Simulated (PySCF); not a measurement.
H5PSi, SMILES [SiH3]P. Atoms are numbered in the order given.

```xyz
7

Si    -1.0967    -0.0069     0.0000
P      1.1674     0.1185     0.0000
H     -1.5925     0.6959     1.2062
H     -1.5925     0.6959    -1.2062
H     -1.6210    -1.3928     0.0000
H      1.3238    -0.8394     1.0358
H      1.3238    -0.8394    -1.0358
```

Geometry: B3LYP-D3(BJ)/def2-TZVP.

Method: PBE/def2-TZVPD in PySCF.

Symmetry labels are those of the subgroup Cs that the program uses (full group Cs).

### Question
List the valence orbital energies around the gap with their symmetry. (Estimate from the structure and the level; the computed values follow.)

### Answer

```tsv
orbital	symmetry	energy (eV)
HOMO−7	A'	-94.24
HOMO−6	A'	-16.05
HOMO−5	A'	-12.94
HOMO−4	A"	-9.78
HOMO−3	A'	-8.87
HOMO−2	A"	-8.44
HOMO−1	A'	-7.96
HOMO	A'	-6.52
LUMO	A'	-0.75
LUMO+1	A'	-0.70
LUMO+2	A"	-0.56
LUMO+3	A'	0.03
```
